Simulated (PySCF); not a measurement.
H7OSi2, SMILES [SiH3][OH+][SiH3], charge +1. Atoms are numbered in the order given.

```xyz
10

Si     1.5781    -0.3067     0.4137
O      0.0163    -0.2983    -0.5177
Si    -1.5857     0.4722    -0.1342
H      2.5852    -0.3011    -0.6687
H      1.4470     0.9453     1.1875
H      1.5244    -1.5483     1.2156
H      0.0127    -0.8673    -1.3076
H     -2.3456    -0.5833     0.5701
H     -2.0912     0.8186    -1.4797
H     -1.1562     1.6051     0.7116
```
Charge +1, spin multiplicity 1.

Coordinates come from a PBE0-D3(BJ)/def2-SVP optimisation. A frequency run showed that this geometry is not a minimum. The isomer is the one that the SMILES or the coordinates give; other isomers of the formula were not compared.

These are PySCF with PBE0-D3(BJ)/def2-SVP values and carry that method's errors.

Frequencies are harmonic and unscaled.

List the normal modes with their intensities. (Estimate from the structure and the level; the computed values follow.)


| mode | ν (cm⁻¹) | IR (km/mol) | Raman (Å⁴/amu) | depolarisation | moving atoms (share of kinetic energy) |
|---|---|---|---|---|---|
| 1 | 44i | 0.0 | 0.1 | 0.75 | H 99 % |
| 2 | 43 | 1.3 | 0.1 | 0.74 | H 65 %, O 27 % |
| 3 | 195 | 1.1 | 1.1 | 0.59 | Si 49 %, O 27 %, H 24 % |
| 4 | 360 | 91.5 | 2.3 | 0.75 | H 85 %, O 13 % |
| 5 | 501 | 0.8 | 10.7 | 0.40 | Si 50 %, O 26 %, H 24 % |
| 6 | 608 | 57.6 | 5.3 | 0.75 | H 74 %, Si 14 %, O 13 % |
| 7 | 656 | 0.3 | 23.5 | 0.75 | H 93 % |
| 8 | 692 | 337.0 | 0.9 | 0.75 | O 45 %, H 32 %, Si 23 % |
| 9 | 695 | 92.2 | 5.9 | 0.66 | H 81 %, O 14 % |
| 10 | 764 | 71.0 | 16.8 | 0.74 | H 70 %, O 21 %, Si 9 % |
| 11 | 908 | 44.6 | 14.6 | 0.75 | H 95 % |
| 12 | 920 | 124.3 | 17.2 | 0.75 | H 95 % |
| 13 | 923 | 34.3 | 4.4 | 0.75 | H 95 % |
| 14 | 931 | 111.8 | 3.6 | 0.75 | H 94 % |
| 15 | 936 | 81.9 | 17.3 | 0.74 | H 96 % |
| 16 | 956 | 43.2 | 7.8 | 0.75 | H 91 %, Si 9 % |
| 17 | 1201 | 162.4 | 1.1 | 0.75 | H 86 %, O 12 % |
| 18 | 2301 | 12.4 | 17.5 | 0.75 | H 100 % |
| 19 | 2303 | 1.1 | 424.3 | 0.01 | H 99 % |
| 20 | 2339 | 0.0 | 55.5 | 0.75 | H 95 % |
| 21 | 2341 | 53.3 | 50.2 | 0.72 | H 95 % |
| 22 | 2344 | 11.9 | 20.4 | 0.75 | H 95 % |
| 23 | 2348 | 39.6 | 80.4 | 0.75 | H 95 % |
| 24 | 3769 | 259.7 | 40.9 | 0.17 | H 94 % |
